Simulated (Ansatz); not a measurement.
CClNSi, SMILES `N#C[Si]Cl` (lower singlet) (charge 0, multiplicity 1). This singlet lies 1.73 eV below the relaxed triplet at the level B3LYP/cc-pVTZ // PBE0-D3(BJ)/def2-TZVP (Ansatz, a first-principles code).

Computed with frozen-core CCSD(T)/cc-pVQZ // PBE0-D3(BJ)/def2-TZVP run with Ansatz.

Ansatz 0.2 input:
```yaml
crystal:
  periodic: [false, false, false]
  atoms:
    - { symbol: N, position_ang: [-1.925454, -0.414661, -0.000605] }
    - { symbol: C, position_ang: [-0.857439, 0.027076, -0.00052] }
    - { symbol: Si, position_ang: [0.756175, 1.00662, -0.000312] }
    - { symbol: Cl, position_ang: [2.026717, -0.619035, 0.001436] }
basis:
  gaussian: { orbitals: cc-pVQZ }
correlation:
  method: ccsd_t
```

Output:

```
Functional definition: HF
1388 factors; integrals over basis functions are off by at most 1.0e-3 eV
mean field evaluation 1: about -22877.1855 eV, gradient 3.2e1 eV
mean field evaluation 2: about -22877.3136 eV, gradient 3.2e1 eV
mean field evaluation 4: about -22880.1556 eV, gradient 4.3e0 eV
mean field evaluation 8: about -22880.2350 eV, gradient 3.3e-1 eV
mean field evaluation 16: about -22877.1840 eV, gradient 3.2e1 eV
mean field evaluation 32: about -22872.0542 eV, gradient 9.0e0 eV
mean field -22880.23591280 eV, -840.8331610145 hartree, gradient 2.8e-6 eV, S^2 0.000000; 1 other end points of the search recorded, 0 dependent functions left out; unrestricted orbitals would lower it
12 core orbitals not correlated
reference -22880.23591280 eV, -840.8331610145 hartree; 10, 10 occupied and 206, 206 virtual orbitals, 1388 factors
second order -17.97330225 eV of doubles, -0.00000000 eV of singles
cycle   1  -17.78520221 eV  change    1.9e-1 eV  update   1.1e-1
cycle   2  -18.35079964 eV  change   -5.7e-1 eV  update   3.8e-2
cycle   3  -18.47769838 eV  change   -1.3e-1 eV  update   1.9e-2
cycle   4  -18.46677972 eV  change    1.1e-2 eV  update   5.1e-3
cycle   5  -18.46830968 eV  change   -1.5e-3 eV  update   2.3e-3
cycle   6  -18.46917011 eV  change   -8.6e-4 eV  update   7.2e-4
cycle   7  -18.46891492 eV  change    2.6e-4 eV  update   2.9e-4
cycle   8  -18.46890754 eV  change    7.4e-6 eV  update   1.3e-4
cycle   9  -18.46890230 eV  change    5.2e-6 eV  update   5.0e-5
cycle  10  -18.46886849 eV  change    3.4e-5 eV  update   1.8e-5
cycle  11  -18.46885968 eV  change    8.8e-6 eV  update   6.8e-6
perturbative correction -1.02157546 eV, -0.0375422055 hartree
Total energy: -22899.72634794 eV, -841.5494212946 hartree
```
